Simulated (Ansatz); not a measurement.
`C[Si](C)(Cl)Cl` + H₂S → `C[Si](S)(Cl)Cl` + CH₄ at 500 K and 1 bar (ligand exchange at the Si–C bond).

Isolated molecules relaxed with PBE0-D4/def2-TZVP in Ansatz; ΔE leaves out vibrations. CCSD(T)/CBS adds triple-zeta CCSD(T) − MP2 to the extrapolated MP2 energy (def2 sets, frozen cores). This one scheme is used for every species. One conformer a species, not always the lowest.

```
         species  CCSD(T)/CBS energy (Eh)  H − E (kJ/mol)  S (J/(mol·K))
`C[Si](C)(Cl)Cl`              -1288.49641           254.4          429.3
             H₂S               -398.97279            57.0          224.0
`C[Si](S)(Cl)Cl`              -1647.02782           182.3          438.3
             CH₄                -40.46206           135.6          206.8
```

H − E and S are ideal-gas, rigid-rotor, harmonic terms from PBE0-D4/def2-TZVP, for one conformer and one mirror image of each species. 1 Eh = 2625.50 kJ/mol, R = 8.31446 J/(mol·K).

Question: By hand: ΔE, ΔH, ΔS and ΔG.

Answer: ΔE = (-1647.02782) + (-40.46206) − (-1288.49641) − (-398.97279) = -0.02068 Eh = -54.3 kJ/mol. Δ(H − E) = 182.3 + 135.6 − 254.4 − 57.0 = 6.5, so ΔH = -47.8 kJ/mol. ΔS = 438.3 + 206.8 − 429.3 − 224.0 = -8.2 J/(mol·K). ΔG = -47.8 − 500 × (-8.2)/1000 = -43.7 kJ/mol.

Question: By hand: the equilibrium constant, and the temperature at which ΔG would vanish if ΔH and ΔS stayed fixed.

Answer: log₁₀ K = −ΔG/(RT ln 10) = 4.6. ΔG = 0 at ΔH/ΔS = 5829 K, far beyond where these terms or the molecules hold.

The number of gas molecules stays the same, so ΔS is small and ΔH decides. A doubt of 5 kJ/mol in ΔE shifts log₁₀ K by 0.5 here. Other conformers and mirror images would add mixing entropy, several J/(mol·K) or more a flexible species. These are equilibria of isolated gas molecules and say nothing of rates. Largest T1 diagnostic: 0.010 (customary marks: 0.02 for closed shells, 0.045 for open ones).
